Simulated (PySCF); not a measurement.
C₆ coefficients of unlike pairs at UHF

Calculated with PySCF 2.14 from the dipole response of each species, C₆(A,B) = (3/π) ∫ α_A(iu) α_B(iu) du, in atomic units, from isotropic polarisabilities. For ions this is the dispersion term alone; charge-induced terms of lower order in 1/R come first.

```
species            configuration                                                                                              basis      relativity  α (bohr³)  C₆ (like pair)
   Ti²⁺            [Ar] 3d2 (3F)                                                                           def2-TZVPPD (6s6p4d2f1g)            none      4.194           12.72
    Hg⁺  [Xe] 4f14 5d10 6s1 (2S)  aug-cc-pVTZ-PP with one added diffuse shell each of s, p, d, f, g type with ECP60MDF (7s7p6d4f3g)  core potential      24.33           175.3
   Cl³⁺        [Ne] 3s2 3p2 (3P)               aug-cc-pV(Q+d)Z with one added diffuse shell each of s, p, d, f, g type (8s7p6d4f3g)            none      4.511           12.33
     Si        [Ne] 3s2 3p2 (3P)                    aug-cc-pV(T+d)Z with one added diffuse shell each of s, p, d, f type (7s6p5d3f)            none      38.58           318.0
```

Estimate C₆ for Hg⁺ with Ti²⁺.

The integral gives 44.85. The combination rule 2 C_A C_B / (C_A α_B/α_A + C_B α_A/α_B) gives 42.88 and the geometric mean 47.21.

No spin-orbit coupling is included.

The other pairs:

```tsv
pair	C₆
Cl³⁺, Ti²⁺	12.35
Si, Ti²⁺	52.83
Cl³⁺, Hg⁺	45.24
Si, Hg⁺	227.2
Si, Cl³⁺	55.59
```
